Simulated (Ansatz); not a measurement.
Mulliken charges of ClGeH6NSi, SMILES `[NH2][GeH2][SiH2]Cl` from PBE/def2-TZVPP in Ansatz (PBE0-D4/def2-TZVP geometry).

| atom | x (Å) | y (Å) | z (Å) | charge (e) |
| --- | --- | --- | --- | --- |
| N1 | -1.458 | 1.120 | -0.200 | -0.386 |
| Ge2 | 0.280 | 0.638 | -0.589 | 0.206 |
| Si3 | 0.760 | -1.349 | 0.636 | 0.264 |
| Cl4 | -0.401 | -2.906 | -0.051 | -0.219 |
| H5 | -1.608 | 1.378 | 0.765 | 0.138 |
| H6 | -1.812 | 1.865 | -0.785 | 0.139 |
| H7 | 1.336 | 1.719 | -0.234 | -0.041 |
| H8 | 0.336 | 0.391 | -2.105 | -0.008 |
| H9 | 0.464 | -1.167 | 2.081 | -0.049 |
| H10 | 2.185 | -1.739 | 0.485 | -0.045 |

**Question.** By hand: the dipole of these point charges (1 e Å = 4.8032 D).

**Answer.** Σ q r = (0.257, 0.491, 0.034) e Å, of length 0.555 e Å = 2.67 D.

**Question.** How does the dipole of the full density compare? (Best estimate.)

**Answer.** The calculation gave: (0.082, 0.426, 0.105) e Å, 2.14 D; the point charges give 1.25 times that, at 19° from its direction.

Point charges leave out the atoms' own dipoles, such as those of lone pairs, and Mulliken's split depends on the basis, so the two needn't agree.
